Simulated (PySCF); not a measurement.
C7H8ClN.
Numbering: `[N:1]#[C:2][C@H:3]1[CH2:4][CH2:5]/[C:6](=[CH:7]\[Cl:8])[CH2:9]1` (hydrogens: H10 on C3; H11, H12 on C4; H13, H14 on C5; H15 on C7; H16, H17 on C9)

Geometry (GFN2-xTB, Å), atoms numbered from 1 in this order:
```xyz
17
C7H8ClN angstrom
N     -3.1602   -0.4634    1.9233
C     -2.0906   -0.4931    1.5209
C     -0.7534   -0.5169    0.9892
C     -0.6727   -1.2283   -0.3721
C      0.6424   -0.7178   -0.9618
C      0.8135    0.6592   -0.3841
C      1.7342    1.5395   -0.7402
Cl     2.8900    1.2104   -1.9786
C     -0.2179    0.8933    0.6868
H     -0.0983   -1.0179    1.7107
H     -1.5139   -0.9175   -0.9947
H     -0.7002   -2.3122   -0.2731
H      1.4803   -1.3475   -0.6508
H      0.6341   -0.6988   -2.0515
H      1.8363    2.5164   -0.2964
H     -1.0247    1.5200    0.2961
H      0.1941    1.3867    1.5664
```

Vertical excitations from PySCF (density fitting, frozen core in the response, grid level 2 and gas phase unless stated; continuum runs use non-equilibrium linear response for the excitations) on a GFN2-xTB geometry. Reference run:

```csv
settings,"S1, eV (f)","S2, eV (f)","S3, eV (f)","S4, eV (f)","S5, eV (f)","S6, eV (f)","T1, eV (Tamm–Dancoff)",mean α (au)
"PBE0/def2-SVPD, full TDDFT, 6 singlets",6.31 (0.291),6.40 (0.029),6.48 (0.025),7.09 (0.001),7.11 (0.002),7.33 (0.006),3.96,97.5
```

Q: What do these settings give: X3LYP/def2-SVPD, full TDDFT, 25 singlets?

A: 
```tsv
settings	S1, eV (f)	S2, eV (f)	S3, eV (f)	S4, eV (f)	S5, eV (f)	S6, eV (f)	T1, eV (Tamm–Dancoff)	mean α (au)
X3LYP/def2-SVPD, full TDDFT, 25 singlets	6.11 (0.059)	6.22 (0.090)	6.24 (0.171)	6.77 (0.006)	6.96 (0.000)	7.08 (0.011)	–	98.4
```

S1 moves by -0.20 eV (X3LYP has 22 % exact exchange, PBE0 25 % exact exchange). States are counted by energy in each run and needn't keep their character from row to row.

Q: Which orbital pairs make up S1 in each run, and how does it sit against the orbital gap?

A: 
| settings | S1 configurations (weight) | S1 (eV) | orbital gap (eV) | S1 − gap (eV) |
| --- | --- | --- | --- | --- |
| PBE0/def2-SVPD, full TDDFT, 6 singlets | H→L 0.85 | 6.31 | 6.82 | -0.51 |
| X3LYP/def2-SVPD, full TDDFT, 25 singlets | H→L+1 0.68, H→L 0.26 | 6.11 | 6.52 | -0.41 |

One conformer stands for the species.
